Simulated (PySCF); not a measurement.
Isomers C4H9FO2Si2:

A. SMILES [SiH2]1[C@@H](OC)O[SiH2]C(F)=C1
B. SMILES CO[C@@H]1C=C([SiH2]F)[SiH2]O1
C. `[C@H]1(OC)C=C(F)[SiH2][SiH2]O1`

Spectrum 1. ¹H NMR (400 MHz, computed): δ 6.82 (m, 1H), 5.23 (m, 1H), 5.01 (m, 1H), 5.00 (m, 1H), 4.27 (m, 1H), 4.05 (m, 1H), 3.61 (s, 3H). ¹³C{¹H} NMR (computed): δ 179.3 (C), 135.4 (CH), 98.7 (CH), 59.3 (CH3).

Spectrum 2. ¹H NMR (400 MHz, computed): δ 6.14 (m, 1H), 5.16 (m, 1H), 5.05 (m, 1H), 4.82 (m, 1H), 4.68 (m, 1H), 4.31 (m, 1H), 3.69 (s, 3H). ¹³C{¹H} NMR (computed): δ 184.5 (C), 115.5 (CH), 99.2 (CH), 58.5 (CH3).

Spectrum 3. ¹H NMR (400 MHz, computed): δ 7.15 (m, 1H), 5.83 (m, 1H), 5.58 (m, 1H), 5.57 (m, 1H), 5.57 (m, 1H), 5.46 (m, 1H), 3.73 (s, 3H). ¹³C{¹H} NMR (computed): δ 167.6 (CH), 145.9 (C), 113.2 (CH), 57.8 (CH3).

- σ from GIAO-PBE0/pcSseg-1
- GFN2-xTB structure
- run in PySCF 2.14.0 with density-fitted response routines
- fast rotation and ring inversion assumed for equivalent nuclei, a single conformation, no relativistic terms, no solvent model

Shifts are taken against calculated references (same method and geometry level): ¹H (31.72 ppm), ¹³C (186.93 ppm) against TMS. Splittings of carbon signals by F and P are missing where no couplings were computed. Where no couplings were computed, multiplicities follow the n + 1 count of equivalent neighbours, and m marks all less simple cases (inequivalent or close neighbours, rings, F or P nearby). Shifts are as computed. Against solution values, carbons near 30 ppm lie about +3 ppm off and those near 130 ppm about +5 ppm. Of 1309 compounds with measured shifts, 239 miss one by over three times the rms of a fit or turn the order of signals round; such compounds aren't used in these exercises.

Match each spectrum to its structure.

Answers

1–C, 2–A, 3–B.

- Spectrum 1 (C): 4 ¹³C signals; δC 135.4 is an alkene CH; δC 98.7 is an sp3 carbon bearing two oxygens.
- Spectrum 2 (A): 4 ¹³C signals; δC 115.5 is an alkene CH; δC 99.2 is an sp3 carbon bearing two oxygens.
- Spectrum 3 (B): 4 ¹³C signals; δC 145.9 is a fully substituted alkene carbon; δC 113.2 is an sp3 carbon bearing two oxygens.
